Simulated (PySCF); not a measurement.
C₆H₁₄GaO₂, charge +2, quartet, at a GFN2-xTB geometry of the parent state (such geometries of metal compounds can be far from the true shape) (a state made from the parent by changing its charge; the spin is typed, not shown lowest); DF-HF/3-21G in PySCF.

PySCF was given this input:
```python
from pyscf import gto, scf

mol = gto.Mole()
mol.atom = '''
    Ga   -0.00425224    0.08656669    0.01591143
    O    -0.12554962   -0.54658204    1.67153131
    C    -1.03672757   -0.21536061    2.69135227
    C    -0.89784473   -1.40118228    3.66108726
    C    -2.45400630   -0.08255501    2.16218619
    H    -0.72080396    0.70369757    3.20152308
    H    -1.21320943   -2.32035763    3.17503553
    H    -1.52578062   -1.20420047    4.52720213
    H     0.13614044   -1.50164439    3.97807192
    H    -2.47263847    0.73468954    1.42488944
    H    -2.76376786   -1.00619900    1.67155150
    H    -3.15400741    0.15626117    2.95892806
    O     0.14765727    0.09651656   -1.75425581
    C     1.00541658    0.85278693   -2.57418982
    C     0.96270915    0.08067817   -3.90380314
    C     2.41272508    0.92295438   -2.00771618
    H     0.59493778    1.85867465   -2.73054504
    H     1.37222244   -0.91681482   -3.77004555
    H     1.55395135    0.63070326   -4.63261405
    H    -0.06245973    0.00165915   -4.25377742
    H     2.36663606    1.42329787   -1.02823954
    H     2.81716486   -0.08085218   -1.87135745
    H     3.07293949    1.49411216   -2.65558040
'''
mol.basis = '3-21g'
mol.charge = 2
mol.spin = 3
mol.verbose = 4
mol.build()

mf = scf.ROHF(mol)
mf = mf.density_fit(auxbasis='def2-universal-jkfit')
mf.kernel()
mf.analyze()
```

It wrote (shortened):

```
PySCF version 2.14.0

[INPUT] verbose = 4
[INPUT] num. atoms = 23
[INPUT] num. electrons = 95
[INPUT] charge = 2
[INPUT] spin (= nelec alpha-beta = 2S) = 3
[INPUT] symmetry False subgroup None
[INPUT] Mole.unit = angstrom
[INPUT] Symbol           X                Y                Z      unit          X                Y                Z       unit  Magmom
[...]
nuclear repulsion = 738.477488870946
number of shells = 78
number of NR pGTOs = 216
number of NR cGTOs = 122
basis = 3-21g
ecp = {}

******** <class 'pyscf.df.df_jk.DFROHF'> ********
method = DFROHF
initial guess = minao
damping factor = 0
level_shift factor = 0
DIIS = <class 'pyscf.scf.diis.CDIIS'>
diis_start_cycle = 1
diis_space = 8
diis_damp = 0
SCF conv_tol = 1e-09
SCF conv_tol_grad = None
SCF max_cycles = 50
direct_scf = False
num. doubly occ = 46  num. singly occ = 3
Set gradient conv threshold to 3.16228e-05
******** <class 'pyscf.df.df.DF'> ********
auxbasis = def2-universal-jkfit
init E= -2296.35906844785
[...]
cycle= 1 E= -2295.65797688589  delta_E= 0.701  |g|= 0.859  |ddm|= 3.05
[...]
cycle= 2 E= -2295.83477685095  delta_E= -0.177  |g|= 0.868  |ddm|=  1.2
[...]
cycle= 3 E= -2295.99282450391  delta_E= -0.158  |g|= 0.131  |ddm|= 0.584
[...]
cycle= 4 E= -2296.01617121672  delta_E= -0.0233  |g|= 0.153  |ddm|= 0.26
[...]
cycle= 5 E= -2296.03197089253  delta_E= -0.0158  |g|= 0.125  |ddm|= 0.19
[...]
cycle= 6 E= -2296.0478523058  delta_E= -0.0159  |g|= 0.0985  |ddm|= 0.227
[...]
cycle= 7 E= -2296.05396451161  delta_E= -0.00611  |g|= 0.0375  |ddm|= 0.21
[...]
cycle= 8 E= -2296.05505191128  delta_E= -0.00109  |g|= 0.022  |ddm|= 0.0978
[...]
cycle= 9 E= -2296.05586043803  delta_E= -0.000809  |g|= 0.00907  |ddm|= 0.0501
[...]
cycle= 10 E= -2296.05610644297  delta_E= -0.000246  |g|= 0.00942  |ddm|= 0.0461
[...]
cycle= 11 E= -2296.05628496737  delta_E= -0.000179  |g|= 0.00609  |ddm|= 0.0255
[...]
cycle= 12 E= -2296.05649106436  delta_E= -0.000206  |g|= 0.00573  |ddm|= 0.0229
[...]
cycle= 13 E= -2296.0568339625  delta_E= -0.000343  |g|= 0.00539  |ddm|= 0.0421
[...]
cycle= 14 E= -2296.05738135911  delta_E= -0.000547  |g|= 0.0054  |ddm|= 0.0836
[...]
cycle= 15 E= -2296.05769595741  delta_E= -0.000315  |g|= 0.00401  |ddm|= 0.0605
[...]
cycle= 16 E= -2296.05784413854  delta_E= -0.000148  |g|= 0.00312  |ddm|= 0.0394
[...]
cycle= 17 E= -2296.05797647083  delta_E= -0.000132  |g|= 0.00221  |ddm|= 0.0511
[...]
cycle= 18 E= -2296.05802875275  delta_E= -5.23e-05  |g|= 0.00327  |ddm|= 0.0487
[...]
cycle= 19 E= -2296.05803580295  delta_E= -7.05e-06  |g|= 0.00201  |ddm|= 0.00468
[...]
cycle= 20 E= -2296.05804040789  delta_E= -4.6e-06  |g|= 0.000743  |ddm|= 0.00957
[...]
cycle= 21 E= -2296.05804026588  delta_E= 1.42e-07  |g|= 0.000496  |ddm|= 0.00257
[...]
cycle= 22 E= -2296.05804100169  delta_E= -7.36e-07  |g|= 0.000228  |ddm|= 0.00336
[...]
cycle= 23 E= -2296.05804119202  delta_E= -1.9e-07  |g|= 0.000109  |ddm|= 0.00177
[...]
cycle= 24 E= -2296.05804123092  delta_E= -3.89e-08  |g|= 7.06e-05  |ddm|= 0.000654
[...]
cycle= 25 E= -2296.05804124909  delta_E= -1.82e-08  |g|= 4.31e-05  |ddm|= 0.000425
[...]
cycle= 26 E= -2296.05804126257  delta_E= -1.35e-08  |g|= 2.09e-05  |ddm|= 0.000588
[...]
cycle= 27 E= -2296.05804126478  delta_E= -2.21e-09  |g|= 1.31e-05  |ddm|= 0.000206
[...]
cycle= 28 E= -2296.05804126496  delta_E= -1.78e-10  |g|= 6.69e-06  |ddm|= 2.62e-05
[...]
Extra cycle  E= -2296.05804126497  delta_E= -6.37e-12  |g|= 8.56e-06  |ddm|= 2.34e-05
converged SCF energy = -2296.05804126497
**** SCF Summaries ****
Total Energy =                       -2296.058041264968779
Nuclear Repulsion Energy =             738.477488870945763
One-electron Energy =                -4628.255757354925663
Two-electron Energy =                 1593.720227219011122
Two-electron Coulomb Energy =         1719.227127885520758
DFT Exchange-Correlation Energy =     -125.506900666509637
HOMO-LUMO gap [eV] =                     5.581253168519003
**** MO energy ****
                Roothaan           | alpha              | beta
[...]
 ** Mulliken pop on meta-lowdin orthogonal AOs  **
 ** Mulliken pop  **
 ** Mulliken atomic charges  **
charge of    0Ga =      1.13537
charge of    1O =     -0.12050
charge of    2C =      0.12802
charge of    3C =     -0.26099
charge of    4C =     -0.27868
charge of    5H =      0.18153
charge of    6H =      0.12025
charge of    7H =      0.14269
charge of    8H =      0.13174
charge of    9H =      0.09563
charge of   10H =      0.12159
charge of   11H =      0.17104
charge of   12O =     -0.12050
charge of   13C =      0.12802
charge of   14C =     -0.26099
charge of   15C =     -0.27868
charge of   16H =      0.18153
charge of   17H =      0.12025
charge of   18H =      0.14269
charge of   19H =      0.13174
charge of   20H =      0.09563
charge of   21H =      0.12159
charge of   22H =      0.17104

WARN: System has nonzero charge 2; the dipole moment is origin-dependent.
Location of origin: [0. 0. 0.]

Dipole moment(X, Y, Z, Debye): -0.04047,  0.82389,  0.15143
```
